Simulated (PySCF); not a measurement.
**Electron correlation in Se³⁺ (selenium, charge +3)**

[Ar] 3d10 4s2 4p1, 2P determinant. Calculation: PySCF 2.14, in aug-cc-pVTZ-DK (7s6p4d2f, 59 functions); the spin-free X2C one-electron Hamiltonian (Gaussian nucleus). Frozen: [Ar] 3d10; 3 electrons correlated.

MP2 pair energies summed by pair of shells (mhartree):

```json
{"pair": "4s-4s", "energy": "-23.30", "share (%)": "55.1"}
{"pair": "4s-4p", "energy": "-18.97", "share (%)": "44.9"}
```

Total MP2 correlation energy: -42.27 mhartree.

Same-spin part -2.73 and opposite-spin part -39.54 mhartree; SCS-MP2 scales them by 1/3 and 6/5 to -48.36 mhartree.
